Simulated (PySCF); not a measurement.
Simulated Si 2p region for Si(GeH3)Cl3, `Cl[Si](Cl)(Cl)[GeH3]`, binding energy against the vacuum level.

Every computed line was given a Gaussian of 0.5 eV full width at half maximum and an area set by the number of equivalent atoms (split 2:1 within a doublet); the highest printed point is 100. Level of theory: delta-SCF UKS SCAN, pcX-2 on the ionised atom, pcseg-1 elsewhere, spin-free X2C (PySCF 2.14.0).

binding energy (eV), intensity and a bar:
```
    108.5          0 
    108.6          2 #
    108.7          7 ##
    108.8         18 #####
    108.9         38 ###########
    109.0         66 ####################
    109.1         90 ###########################
    109.2        100 ##############################
    109.3         90 ###########################
    109.4         69 #####################
    109.5         51 ###############
    109.6         45 #############
    109.7         48 ##############
    109.8         51 ###############
    109.9         47 ##############
    110.0         35 ##########
    110.1         21 ######
    110.2         10 ###
    110.3          4 #
    110.4          1 
    110.5          0
```

**Question.** Count the maxima, the lines and the sites behind this envelope.

**Answer.** The curve has 2 maxima (at 109.2 and 109.8 eV). Under it lie 2 lines from 1 inequivalent silicon site, drawn as a 2p3/2, 2p1/2 pair.

**Question.** Decompose the envelope and assign each component. Bonds: Si1–Ge2, Si1–Cl6, Si1–Cl7, Si1–Cl8. Hydrogens: H3, H4, H5 on Ge2.

**Answer.** 
```csv
position (eV),relative area,line,atoms,environment
109.19,0.67,Si 2p3/2,Si1,silicon bonded to 3 Cl and Ge
109.82,0.33,Si 2p1/2,Si1,silicon bonded to 3 Cl and Ge
```

**Question.** What are the centre and the root-mean-square width of the whole band?

**Answer.** The area-weighted mean of the lines is 109.40 eV. Their own spread about it is 0.30 eV (rms) and each Gaussian has σ = 0.5/2.355 = 0.21 eV; the variances add, which gives 0.36 eV.

No satellites, vibrations or lifetime broadening are included. 2p3/2 and 2p1/2 are the ΔSCF energy of one spin-free 2p hole plus the eigenvalues of a spin–orbit and ligand-field matrix of the shell. 2p1/2 minus 2p3/2 (ligand field included): Si 0.63 eV. Geometry: PBE0-D3(BJ)/def2-SVP; no solvent, vibrations or thermal averaging.

The run took 37 s on an AMD EPYC with one thread, shared host with 64 logical CPUs at a one-minute load of 60, and the process peaked at 0.55 GiB of memory.
